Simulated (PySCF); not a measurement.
C5H4N (SMILES [c]1ccccn1), doublet (typed; the unrestricted solution is spin-contaminated), geometry from GFN2-xTB, with bond 8-4 at 3.0 times its length; HF/3-21G (PySCF).

PySCF was given this input:
```python
from pyscf import gto, scf

mol = gto.M(
    atom='''
N    -0.009646    0.061766    1.393124
C     0.010521    0.055636   -1.321519
C     0.008431    1.160032    0.736522
C    -0.019021   -1.107854    0.767670
C    -0.009113   -1.142198   -0.616401
C     0.019967    1.266558   -0.639064
H     0.018514    0.049613   -2.403086
H    -0.064809   -3.785393    2.598515
H    -0.016590   -2.088167   -1.136254
H     0.035170    2.213512   -1.153731
''',
    basis='3-21g',
    charge=0,
    spin=1,
    verbose=4,
)

mf = scf.UHF(mol)
mf.kernel()
mo_i, mo_e, stable_i, stable_e = mf.stability(internal=True, external=True, return_status=True, nroots=6, tol=1e-6)
print('internally stable:', stable_i, ' externally stable:', stable_e)
if not stable_i:
    umf = mf.copy()
    umf.scf_summary = {}
    umf.kernel(umf.make_rdm1(mo_i, mf.mo_occ))
mf.analyze()
```

Q: What does PySCF print? Leave out banner, timings and long lists.

A: 
```
PySCF version 2.14.0

[INPUT] verbose = 4
[INPUT] num. atoms = 10
[INPUT] num. electrons = 41
[INPUT] charge = 0
[INPUT] spin (= nelec alpha-beta = 2S) = 1
[INPUT] symmetry False subgroup None
[INPUT] Mole.unit = angstrom
[INPUT] Symbol           X                Y                Z      unit          X                Y                Z       unit  Magmom
[...]
nuclear repulsion = 194.165690987427
number of shells = 38
number of NR pGTOs = 102
number of NR cGTOs = 62
basis = 3-21g
ecp = {}

******** <class 'pyscf.scf.uhf.UHF'> ********
method = UHF
initial guess = minao
damping factor = 0
level_shift factor = 0
DIIS = <class 'pyscf.scf.diis.CDIIS'>
diis_start_cycle = 1
diis_space = 8
diis_damp = 0
SCF conv_tol = 1e-09
SCF conv_tol_grad = None
SCF max_cycles = 50
direct_scf = True
direct_scf_tol = 1e-13
number electrons alpha = 21  beta = 20
Set gradient conv threshold to 3.16228e-05
init E= -246.027516580127

cycle= 1 E= -244.037761956454  delta_E= 1.99  |g|= 0.456  |ddm|= 2.61
cycle= 2 E= -243.794125479093  delta_E= 0.244  |g|= 0.698  |ddm|=  1.9
cycle= 3 E= -244.219056430281  delta_E= -0.425  |g|= 0.298  |ddm|= 1.78
cycle= 4 E= -244.395744385823  delta_E= -0.177  |g|= 0.162  |ddm|= 0.695
cycle= 5 E= -244.47252104614  delta_E= -0.0768  |g|= 0.139  |ddm|= 0.381
cycle= 6 E= -244.509630853592  delta_E= -0.0371  |g|= 0.065  |ddm|= 0.338
cycle= 7 E= -244.516082807969  delta_E= -0.00645  |g|= 0.0373  |ddm|= 0.144
cycle= 8 E= -244.518488053361  delta_E= -0.00241  |g|= 0.0241  |ddm|= 0.0729
cycle= 9 E= -244.520036375601  delta_E= -0.00155  |g|= 0.0202  |ddm|= 0.0523
cycle= 10 E= -244.52182861003  delta_E= -0.00179  |g|= 0.0193  |ddm|= 0.0619
cycle= 11 E= -244.522396809308  delta_E= -0.000568  |g|= 0.0192  |ddm|= 0.0192
cycle= 12 E= -244.522855758856  delta_E= -0.000459  |g|= 0.0193  |ddm|= 0.0154
cycle= 13 E= -244.521077874897  delta_E= 0.00178  |g|= 0.0189  |ddm|= 0.0604
cycle= 14 E= -244.511668524001  delta_E= 0.00941  |g|= 0.0174  |ddm|= 0.352
cycle= 15 E= -244.506065382757  delta_E= 0.0056  |g|= 0.021  |ddm|= 0.24
cycle= 16 E= -244.526326477815  delta_E= -0.0203  |g|= 0.0217  |ddm|= 0.771
cycle= 17 E= -244.528539036929  delta_E= -0.00221  |g|= 0.0219  |ddm|= 0.0866
cycle= 18 E= -244.533017931049  delta_E= -0.00448  |g|= 0.00742  |ddm|= 0.322
cycle= 19 E= -244.530847866913  delta_E= 0.00217  |g|= 0.0136  |ddm|= 0.235
cycle= 20 E= -244.532424171403  delta_E= -0.00158  |g|= 0.00887  |ddm|= 0.0953
cycle= 21 E= -244.533051962485  delta_E= -0.000628  |g|= 0.00405  |ddm|= 0.0732
cycle= 22 E= -244.533137574537  delta_E= -8.56e-05  |g|= 0.00111  |ddm|= 0.0358
cycle= 23 E= -244.53313870302  delta_E= -1.13e-06  |g|= 0.000303  |ddm|= 0.00516
cycle= 24 E= -244.533139079126  delta_E= -3.76e-07  |g|= 0.000213  |ddm|= 0.00572
cycle= 25 E= -244.533139421062  delta_E= -3.42e-07  |g|= 5.95e-05  |ddm|= 0.00172
cycle= 26 E= -244.5331394478  delta_E= -2.67e-08  |g|= 1.08e-05  |ddm|= 0.000544
cycle= 27 E= -244.533139447857  delta_E= -5.67e-11  |g|= 8.52e-06  |ddm|= 0.000186
Extra cycle  E= -244.533139448034  delta_E= -1.77e-10  |g|= 6.97e-06  |ddm|= 1.61e-05
converged SCF energy = -244.533139448034  <S^2> = 2.4336943  2S+1 = 3.276397
uhf_internal: lowest eigs of H = [0.20192586 0.25337065 0.40531257 0.44614155 0.46512932 0.46578751]
<class 'pyscf.scf.uhf.UHF'> wavefunction is stable in the internal stability analysis
uhf_real2complex: lowest eigs of H = [0.14223537 0.24186828 0.24606011 0.25933227 0.26565324 0.27229295]
<class 'pyscf.scf.uhf.UHF'> wavefunction is stable in the real -> complex stability analysis
uhf_external: lowest eigs of H = [-2.93546425e-06  1.34867197e-03  2.49134911e-02  4.09109903e-02
  1.05894272e-01  1.37670708e-01]
<class 'pyscf.scf.uhf.UHF'> wavefunction is stable in the UHF/UKS -> GHF/GKS stability analysis
internally stable: True  externally stable: True
**** SCF Summaries ****
Total Energy =                        -244.533139448033637
Nuclear Repulsion Energy =             194.165690987427467
One-electron Energy =                 -713.504608216349425
Two-electron Energy =                  274.805777780888320
Two-electron Coulomb Energy =          308.685746000316840
DFT Exchange-Correlation Energy =      -33.879968219428520
**** MO energy ****
                             alpha | beta                alpha | beta
[...]
To work with the spin densities directly, `use mulliken_meta_spin()` only printing them here.

 ** Mulliken spin pop alpha/beta on meta-lowdin orthogonal AOs **
 ** Mulliken Spin Density (per AO)  **
spin_pop of  0 N 1s        0.00001
spin_pop of  0 N 2s        0.01409
spin_pop of  0 N 3s        0.00093
spin_pop of  0 N 2px      -0.43207
spin_pop of  0 N 2py      -0.05344
spin_pop of  0 N 2pz       0.04862
spin_pop of  0 N 3px      -0.00136
spin_pop of  0 N 3py       0.00122
spin_pop of  0 N 3pz       0.00113
spin_pop of  1 C 1s       -0.00001
spin_pop of  1 C 2s        0.05198
spin_pop of  1 C 3s       -0.00034
spin_pop of  1 C 2px       0.41140
spin_pop of  1 C 2py       0.06681
spin_pop of  1 C 2pz       0.03214
spin_pop of  1 C 3px       0.00222
spin_pop of  1 C 3py      -0.00055
spin_pop of  1 C 3pz       0.00005
spin_pop of  2 C 1s       -0.00002
spin_pop of  2 C 2s        0.24134
spin_pop of  2 C 3s        0.00197
spin_pop of  2 C 2px       0.44602
spin_pop of  2 C 2py       0.48249
spin_pop of  2 C 2pz       0.25704
spin_pop of  2 C 3px       0.00094
spin_pop of  2 C 3py       0.00207
spin_pop of  2 C 3pz      -0.00033
spin_pop of  3 C 1s       -0.00002
spin_pop of  3 C 2s        0.26827
spin_pop of  3 C 3s        0.00175
spin_pop of  3 C 2px       0.48757
spin_pop of  3 C 2py       0.48308
spin_pop of  3 C 2pz       0.26595
spin_pop of  3 C 3px       0.00107
spin_pop of  3 C 3py       0.00134
spin_pop of  3 C 3pz      -0.00027
spin_pop of  4 C 1s        0.00001
spin_pop of  4 C 2s       -0.04664
spin_pop of  4 C 3s        0.00058
spin_pop of  4 C 2px      -0.45202
spin_pop of  4 C 2py      -0.03787
spin_pop of  4 C 2pz      -0.03197
spin_pop of  4 C 3px      -0.00279
spin_pop of  4 C 3py       0.00059
spin_pop of  4 C 3pz       0.00133
spin_pop of  5 C 1s        0.00001
spin_pop of  5 C 2s       -0.04681
spin_pop of  5 C 3s        0.00057
spin_pop of  5 C 2px      -0.45808
spin_pop of  5 C 2py      -0.03808
spin_pop of  5 C 2pz      -0.03235
spin_pop of  5 C 3px      -0.00276
spin_pop of  5 C 3py       0.00064
spin_pop of  5 C 3pz       0.00133
spin_pop of  6 H 1s       -0.02065
spin_pop of  6 H 2s        0.00026
spin_pop of  7 H 1s       -0.99270
spin_pop of  7 H 2s       -0.00375
spin_pop of  8 H 1s        0.03874
spin_pop of  8 H 2s       -0.00010
spin_pop of  9 H 1s        0.03949
spin_pop of  9 H 2s       -0.00009
 ** Mulliken Spin Density (per atom)  **
spin density of  0 N =     -0.42086
spin density of  1 C =      0.56371
spin density of  2 C =      1.43152
spin density of  3 C =      1.50874
spin density of  4 C =     -0.56878
spin density of  5 C =     -0.57552
spin density of  6 H =     -0.02039
spin density of  7 H =     -0.99645
spin density of  8 H =      0.03864
spin density of  9 H =      0.03940
 ** Mulliken pop alpha/beta on meta-lowdin orthogonal AOs **
 ** Mulliken pop       alpha | beta **
In total            21.00000 | 20.00000
 ** Mulliken atomic charges   ( Nelec_alpha | Nelec_beta ) **
charge of  0N =     -0.20274  (     3.39094      3.81180 )
charge of  1C =     -0.06963  (     3.31667      2.75296 )
charge of  2C =      0.08512  (     3.67320      2.24168 )
charge of  3C =      0.09805  (     3.70535      2.19661 )
charge of  4C =     -0.13483  (     2.78302      3.35181 )
charge of  5C =     -0.12923  (     2.77685      3.35238 )
charge of  6H =      0.11389  (     0.43286      0.45325 )
charge of  7H =     -0.00012  (     0.00183      0.99829 )
charge of  8H =      0.11776  (     0.46044      0.42180 )
charge of  9H =      0.12172  (     0.45884      0.41944 )
Dipole moment(X, Y, Z, Debye):  0.02232, -0.09395, -3.14419
```
